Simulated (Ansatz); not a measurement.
Consider the formal exchange of groups at the Si–H bond: `NB[SiH2]Cl` + `BC1C=N1` → `B[SiH](Cl)BN` + `C1=NC1`.

Isolated molecules relaxed with PBE0-D4/def2-TZVP in Ansatz; ΔE leaves out vibrations. CCSD(T)/CBS adds triple-zeta CCSD(T) − MP2 to the extrapolated MP2 energy (def2 sets, frozen cores). One conformer a species, not always the lowest.

| species | CCSD(T)/def2-SVP energy (Eh) |
| --- | --- |
| `NB[SiH2]Cl` | -830.81568 |
| `BC1C=N1` | -157.53360 |
| `B[SiH](Cl)BN` | -856.12926 |
| `C1=NC1` | -132.20823 |

Q: Work out ΔE.

A: ΔE = (-856.12926) + (-132.20823) − (-830.81568) − (-157.53360) = 0.01179 Eh = +0.32 eV. CCSD(T)/CBS gives +0.33 eV.

Largest T1 diagnostic among the species: 0.013.

Leaving LDA and LC-ωPBE aside and taking each functional with its dispersion term where it has one, the values, not all of them listed here, spread over 0.12 eV, from PBE0-D4 to B2PLYP. The D4 term adds −0.03 eV with B3LYP and −0.02 eV with PBE0; it sums over pairs of atoms, weighted by their polarisabilities, and B3LYP, whose exchange is more repulsive, gets the larger term.

B3LYP here is the variant with VWN-RPA as its local correlation; programs differ in this.
